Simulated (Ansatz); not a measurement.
Question: Predict a relaxed structure of the cluster W2O5⁻, charge -1, doublet, at PBE-D4/def2-SVPD (Ansatz).

Answer: 
```xyz
7

W     0.885   -0.882    0.798
W    -0.564    0.825   -1.096
O    -2.094    0.124   -1.567
O     1.086   -0.193   -1.006
O     1.390    0.002    2.220
O     0.000   -2.344    1.168
O    -0.704    2.469   -0.516
```
Point group C2v (tolerance 0.1 Å). This is one stationary point.

In the def2 sets W takes a core potential; there is no spin–orbit coupling. The relaxation made no stability test and no search for a lower SCF solution. No other spin state of charge -1 was run. The structure comes from a short search, and lower isomers may exist.
